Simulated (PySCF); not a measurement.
Vertical excitation energies

Species: W(NMe)Cl4, CH₃Cl₄NW (singlet state).
SMILES: `C[N]=[W]([Cl])([Cl])([Cl])[Cl]`

Method: PySCF 2.14.0, density-fitted response routines, TDDFT CAM-B3LYP/def2-SVPD, vertical, gas phase, core orbitals frozen in the response, def2 core potentials past Kr. Isolated species at its PBE0-D3(BJ)/def2-SVP geometry, gas phase. Spin–orbit coupling is left out.

```tsv
state	λ (nm)	E (eV)	f	main configurations (H = HOMO, L = LUMO)
S1	407.0	3.05	0.0028	H-1→L (95%)
S2	402.3	3.08	0.0036	H-2→L (94%)
S3	384.9	3.22	0.0000	H→L (97%)
S4	347.9	3.56	0.0000	H-4→L (80%), H-3→L (11%), H-5→L (8%)
S5	327.5	3.79	0.060	H-3→L (80%), H-4→L (10%)
S6	326.4	3.80	0.061	H-5→L (82%)
S7	271.2	4.57	0.0000	H-6→L (99%)
S8	262.4	4.72	0.011	H-7→L (94%)
S9	262.2	4.73	0.011	H-8→L (94%)
S10	260.6	4.76	0.0000	H-2→L+1 (49%), H-1→L+2 (38%)
```

Triplets (Tamm–Dancoff): T1 2.59 eV, H→L (100%); T2 2.90 eV, H-1→L (98%); T3 2.92 eV, H-2→L (98%); T4 3.32 eV, H-3→L (88%), H-4→L (10%).

The lowest singlet lies at 3.05 eV (407 nm, visible) and is very weak; its leading configuration is HOMO-1→LUMO (95%). The largest oscillator strength of a single state is 0.061. S8/S9 lie within about 0.01 eV of each other. For S1 the Löwdin share of tungsten is at most 7% in HOMO-1 and 66% in LUMO (ligand-to-metal charge transfer by this measure). Orbital energies (eV): HOMO-3 -10.57, HOMO-2 -10.14, HOMO-1 -10.11, HOMO -9.77, LUMO -3.45, LUMO+1 -1.44, LUMO+2 -1.40. Of the 10 states listed, 4 reach f = 0.01 and 4 stay under 0.0005. 3 computed singlets (S1 to S3) lie in the visible range (380 to 750 nm), the largest f among them at 402 nm, f = 0.0036; light of that wavelength is violet, and its complementary colour is yellow-green; a Tamm–Dancoff triplet lies at 479 nm, without intensity as long as spin–orbit coupling is left out. Orbitals of the list HOMO-3 to LUMO+2 that lie within 0.01 eV of each other are written together with a slash and their weights summed (≥ marks a lower bound); for degenerate orbitals outside that list single weights are arbitrary. Singlets were solved by full linear response, triplets in the Tamm–Dancoff approximation.

Time: 2.1 min of wall time (with the writing of density and orbital grids); peak memory 1.1 GiB. Hardware: one thread, AMD EPYC (x86_64), no GPU, shared host with 64 logical CPUs at a one-minute load of 56.
